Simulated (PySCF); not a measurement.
C₃H₈MgO, SMILES C[CH](C)[Mg][OH], singlet (B3LYP/def2-SVP optimised geometry):

```
13

Mg    -0.552     0.053     0.000
C      1.571     0.053     0.000
C      2.169     0.986    -1.066
C      2.163    -1.362    -0.109
H      1.855     0.457     0.992
H      3.277     1.003    -1.021
H      1.908     0.670    -2.092
H      1.830     2.031    -0.956
H      1.817    -2.031     0.698
H      3.271    -1.348    -0.059
H      1.904    -1.850    -1.066
O     -2.324     0.034     0.008
H     -3.277     0.072    -0.007
```

Method: PySCF 2.14.0 with B3LYP/def2-TZVP.

**Question.** What are the frontier orbital energies and the dipole moment?

**Answer.** HOMO-2 -7.50 eV, HOMO-1 -7.50 eV, HOMO -6.16 eV, LUMO -1.05 eV, LUMO+1 0.16 eV; dipole moment 0.28 D.

On the same geometry PBE/def2-TZVP in PySCF gives HOMO-2 -6.11 eV, HOMO-1 -6.10 eV, HOMO -5.24 eV, LUMO -1.48 eV, LUMO+1 -0.27 eV; dipole moment 0.23 D.

Meta-Löwdin charges at B3LYP/def2-TZVP: Mg1 1.35, C2 -0.53, C3 -0.32, C4 -0.32, H5 0.08, H6 0.09, H7 0.09, H8 0.09, H9 0.09, H10 0.09, H11 0.09, O12 -1.16, H13 0.34.
